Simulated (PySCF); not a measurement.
Ligand exchange on a metal centre used in film growth or etching (Hf Cl-NH2). Gas-phase values, no solvent. One relaxed conformer stands for each flexible species; it need not be the lowest.

Method: B3LYP-D3(BJ)/def2-TZVP // PBE-D3(BJ)/def2-SVP run with PySCF 2.14.0. B3LYP has the VWN-RPA correlation part, as in Gaussian. 

```tsv
species	coordination number	HOMO–LUMO gap (eV)	LUMO (eV)
0 of 4 Cl replaced by NH2 ([Hf(Cl)4])	4	6.97	-2.45
1 of 4 Cl replaced by NH2 ([Hf(Cl)3(NH2)])	[?]	6.09	-1.95
2 of 4 Cl replaced by NH2 ([Hf(Cl)2(NH2)2])	4	[?]	[?]
3 of 4 Cl replaced by NH2	4	6.65	-0.38
4 of 4 Cl replaced by NH2 ([Hf(NH2)4])	4	6.24	-0.18
```

**Question.** Complete the blanks.

**Answer.** 
- 1 of 4 Cl replaced by NH2 ([Hf(Cl)3(NH2)]), coordination number: 4
- 2 of 4 Cl replaced by NH2 ([Hf(Cl)2(NH2)2]), HOMO–LUMO gap (eV): 6.29
- 2 of 4 Cl replaced by NH2 ([Hf(Cl)2(NH2)2]), LUMO (eV): -1.18
